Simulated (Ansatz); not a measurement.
Pb₂O₅H₆⁻, a hydroxylated oxide cluster. The state is a doublet with charge -1. Geometry r2SCAN-D4/def2-SVP, that of the neutral singlet; atoms count from 1.

```xyz
13

Pb    1.2698   -1.0799   -0.5290
Pb   -1.4346    0.2396    0.9816
O    -2.1259    1.3590   -1.3303
O    -1.3310   -1.1211   -0.8081
O     0.2571   -1.2694    1.5102
O     0.3135    1.0481   -0.2470
O     2.4603    0.1330    0.9265
H    -2.0158    0.4178   -1.5955
H    -1.1961    1.6618   -1.3403
H    -1.7221   -2.0005   -0.6987
H     0.9964   -0.8366    1.9871
H     1.1063    1.2693    0.3017
H     3.4221    0.1790    0.8418
```

In the def2 sets Pb takes a core potential; there is no spin–orbit coupling. The highest occupied level of the charge -1 doublet lies above zero (up to 1.31 eV). Energy differences put its binding near zero (-0.04 eV; vertical, to the charge 0 singlet, at PBE0-D4/def2-TZVPD), which leaves it undecided.

Question: Estimate the Mulliken populations from the PBE0/def2-TZVPD orbitals of Ansatz.

Answer: 
```tsv
atom	charge (e)	spin (α − β)
Pb1	0.93	0.29
Pb2	0.77	0.57
O3	-0.75	0.03
O4	-0.89	0.05
O5	-0.88	-0.06
O6	-1.07	0.16
O7	-0.76	-0.09
H8	0.38	0.01
H9	0.35	0.01
H10	0.16	0.01
H11	0.33	0.02
H12	0.32	-0.01
H13	0.10	0.02
```
Mulliken values and Mayer orders depend strongly on the basis. With diffuse functions, as here, like atoms can get unlike values, and bond orders can come out too low or too high.

Question: Where does the spin sit?

Answer: Summed by element: Pb 0.85, O 0.09, H 0.06, of 1 unpaired in all. Largest on single atoms: Pb2 0.57, Pb1 0.29, O6 0.16.

Question: And the Mayer bond orders between bonded heavy atoms (over 0.3)?

Answer: Pb1–Pb2 0.30 (3.37 Å); Pb1–O5 0.31 (2.28 Å); Pb1–O6 0.42 (2.35 Å); Pb1–O7 0.32 (2.24 Å); Pb2–O4 0.39 (2.25 Å); Pb2–O6 0.45 (2.28 Å).
